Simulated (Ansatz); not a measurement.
`CCB(S)S`, 12 atoms. Charge 0, multiplicity 1. All runs use 4 threads of an Arm Neoverse V1 on a shared host. Correlated methods freeze the cores.

**Question.** How many basis functions does each run have, and how long does it take in Ansatz? RHF-CCSD(T)/def2-TZVPP energy; RHF-CCSD(T)/def2-SVP energy; RKS ωB97M-V/def2-QZVPP energy; RKS ωB97M-V/def2-SVP energy; direct RPA on PBE orbitals/def2-TZVPP energy; RKS SPW92 (LDA)/def2-TZVPP energy; RKS PBE0-D4/def2-QZVPP energy; RKS PBE0-D4/def2-TZVP relaxation (7 steps); RKS LC-ωPBE/def2-TZVPP energy; RKS BHLYP-D4/def2-TZVPP energy; RHF-MP2/def2-QZVPP energy; RKS PBE0-D4/def2-TZVPP energy. (An estimate is asked.)

**Answer.** Ansatz gave: Other jobs shared the machine, so times are rough.

```csv
level,job,functions,wall time,peak host memory (GiB)
RKS SPW92 (LDA)/def2-TZVPP,energy,275,1.8 s,0.39
RKS LC-ωPBE/def2-TZVPP,energy,275,3.2 s,0.58
RKS PBE0-D4/def2-TZVPP,energy,275,4.3 s,0.77
RKS ωB97M-V/def2-SVP,energy,113,4.6 s,0.51
RKS BHLYP-D4/def2-TZVPP,energy,275,5.5 s,0.8
RHF-CCSD(T)/def2-SVP,energy,113,6 s,0.54
direct RPA on PBE orbitals/def2-TZVPP,energy,275,6.5 s,0.7
RKS PBE0-D4/def2-QZVPP,energy,521,11 s,2.1
RKS ωB97M-V/def2-QZVPP,energy,521,25 s,2.5
RKS PBE0-D4/def2-TZVP,relaxation (7 steps),209,33 s,0.59
RHF-MP2/def2-QZVPP,energy,521,36 s,3.7
RHF-CCSD(T)/def2-TZVPP,energy,275,3.6 min,7.2
```

LC-ωPBE has ω = 0.4 bohr⁻¹.
